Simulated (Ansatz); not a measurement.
System: sum formula SiH₃S, charge -1, multiplicity 1. It need not be the lowest isomer of its formula. Whether it binds its extra electron was not tested at this geometry. 
Structure (B3LYP-D3(BJ)/def2-TZVP (Ansatz, a first-principles code) minimum search):
```
Si
H 1 1.5124
H 1 1.5124 2 101.44
H 1 1.5124 2 101.44 3 -104.32
S 1 2.0449 2 116.65 3 127.84
```
Charge -1, spin multiplicity 1.

Basis-set convergence of Hartree-Fock and CCSD(T) correlation energies (hartree) with Ansatz. Correlated levels leave the core frozen unless marked. Spin-orbit coupling is left out. No relativistic terms.

```
basis            functions       E(HF)  E(corr, CCSD(T))
---------------  ---------  ----------  ----------------
aug-cc-pV(D+d)Z         91  -688.28257          -0.31164
aug-cc-pV(T+d)Z        179         ___               ___
```

What belongs in the gaps?


- aug-cc-pV(T+d)Z, E(HF): -688.30668
- aug-cc-pV(T+d)Z, E(corr, CCSD(T)): -0.37625
